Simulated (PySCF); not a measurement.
# Field gradients at the hydrogen positions

C₄H₄ClPS.
Atom-mapped SMILES: `[CH3:1][c:2]1[cH:3][p:4][c:5]([Cl:6])[s:7]1` (hydrogens: H8, H9, H10 on C1; H11 on C3)

Structure used (GFN2-xTB), in Å, numbered top down from 1:
```xyz
11
C4H4ClPS angstrom
C     -1.735   -0.476   -0.257
C     -0.317   -0.070   -0.040
C      0.109    1.025    0.632
P      1.844    1.327    0.779
C      2.224   -0.088   -0.110
Cl     3.827   -0.595   -0.462
S      0.930   -1.080   -0.698
H     -1.919   -1.460    0.173
H     -2.406    0.242    0.205
H     -1.955   -0.531   -1.323
H     -0.597    1.710    1.074
```

Level: PBE0/pcSseg-1 (PySCF, non-relativistic); Q(2H) = 0.00286 b; rigid geometry, the same for H and D, with no vibrational averaging.

**Question.** What are Vzz, η and χzz (234.96 MHz × Q × Vzz) at all hydrogens?

**Answer.** 
```csv
atom,bonded to,bond length (Å),Vzz (au),η,χzz (kHz)
H8,C1,1.089,0.3086,0.03,207
H9,C1,1.087,0.3135,0.04,211
H10,C1,1.089,0.3087,0.03,207
H11,C3,1.079,0.3339,0.07,224
```

**Question.** Give the 2H NMR doublet splittings at H11 for a magnetic field along the z, y and x axes of the gradient: 3χ/2, 3χ(1 + η)/4, 3χ(1 − η)/4.

**Answer.** With |χ| = 224.4 kHz and η = 0.074: 337, 181 and 156 kHz, to first order and without motion.

Isolated species at its GFN2-xTB geometry, gas phase. GFN2-xTB bond lengths can be off by several hundredths of an ångström, more for odd bonds, and the gradients follow them. With a basis this small, the couplings can be 20 % off.

These values come from a run that also computed NMR shieldings. The run took 23 s (with the writing of density and orbital grids) on an Arm Neoverse V2 with one thread, no GPU, shared host with 96 logical CPUs at a one-minute load of 67, and the process peaked at 0.70 GiB of memory.
